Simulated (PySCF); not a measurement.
ClFH₄SSi₂. Atoms are numbered in the order given.

```xyz
9

Si    -1.8378     0.0338    -0.1594
F     -2.4674     0.7944     1.1470
S     -0.1138     1.0838    -0.9054
Si     1.3302     0.2504     0.4653
Cl     1.8920    -1.6762    -0.0812
H     -1.4538    -1.3478     0.2713
H     -2.8543     0.0587    -1.2551
H      0.7493     0.1747     1.8443
H      2.5297     1.1411     0.4004
```

Geometry: PBE-D3(BJ)/def2-SVP. The structure was generated by enumeration, and PubChem lists no compound with its InChIKey, so it may never have been made. The values are those of a single conformer.

Method: PBE-D3(BJ)/def2-SVP in PySCF 2.14.0.

Frequencies are harmonic and unscaled.

**Question.** Estimate the vibrational spectrum. (Estimate from the structure and the level; the computed values follow.)

**Answer.** 
```tsv
mode	ν (cm⁻¹)	IR (km/mol)	Raman (Å⁴/amu)	depolarisation	moving atoms (share of kinetic energy)
1	43	1.3	0.4	0.66	F 56 %, Cl 20 %, Si 10 %, H 9 %
2	44	1.7	1.0	0.74	Si 36 %, Cl 24 %, H 17 %, F 13 %, S 10 %
3	111	0.4	1.6	0.55	Si 51 %, H 20 %, Cl 15 %, F 9 %
4	180	2.1	4.1	0.71	S 35 %, Si 29 %, Cl 28 %
5	232	8.7	2.1	0.74	F 47 %, S 30 %, Si 20 %
6	467	8.8	17.8	0.07	Si 48 %, S 31 %, Cl 10 %, H 10 %
7	490	57.3	4.6	0.61	Si 44 %, S 35 %, H 19 %
8	536	38.2	3.4	0.69	H 59 %, Si 22 %, S 12 %
9	548	111.5	5.3	0.57	Si 50 %, Cl 29 %, H 14 %
10	610	37.6	6.5	0.53	H 67 %, Si 20 %, S 10 %
11	697	8.3	12.8	0.73	H 96 %
12	729	12.6	20.9	0.75	H 94 %
13	817	303.5	15.4	0.74	H 92 %
14	840	26.7	7.0	0.67	F 47 %, H 37 %, Si 17 %
15	888	187.0	8.4	0.74	H 84 %, Si 12 %
16	900	51.7	20.5	0.70	H 93 %
17	923	151.2	5.6	0.51	H 67 %, Si 23 %, F 10 %
18	2186	61.2	124.3	0.12	H 98 %
19	2196	41.0	211.7	0.05	H 98 %
20	2212	87.9	137.2	0.49	H 96 %
21	2219	99.4	143.0	0.44	H 96 %
```
